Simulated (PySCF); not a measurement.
Be(OH)(OMe) (CH4BeO2), SMILES [Be]([OH])[O]C. Atoms are numbered in the order given.

```xyz
8

Be     0.3982     0.1229     0.6701
O      1.2148     0.3847     1.7962
H      2.0873     0.7352     1.9531
O     -0.4445    -0.1523    -0.4059
C     -1.0345    -0.3255    -1.6304
H     -1.1131     0.6280    -2.1853
H     -0.4649    -1.0315    -2.2631
H     -2.0575    -0.7300    -1.5256
```

Geometry: PBE0-D3(BJ)/def2-SVP. One conformer was computed; it need not be the lowest.

The numbers are results of M06-2X/def2-TZVPD (PySCF), not measurements.

The molecule is in vacuum.

Computed frontier levels, gap, dipole moment and polarisability:
The highest occupied level is -9.61 eV and the lowest empty level comes out as -0.20 eV. The orbital gap is 9.41 eV and the dipole moment is 1.43 D. The quadrupole, principal values (traceless, Buckingham form, about the centre of nuclear charge) is -4.28, -1.60, 5.88 D·Å and the mean static polarisability comes out as 35.2 bohr³ (5.22 Å³). The polarisability, principal values is 30.1, 30.2, 45.4 bohr³.
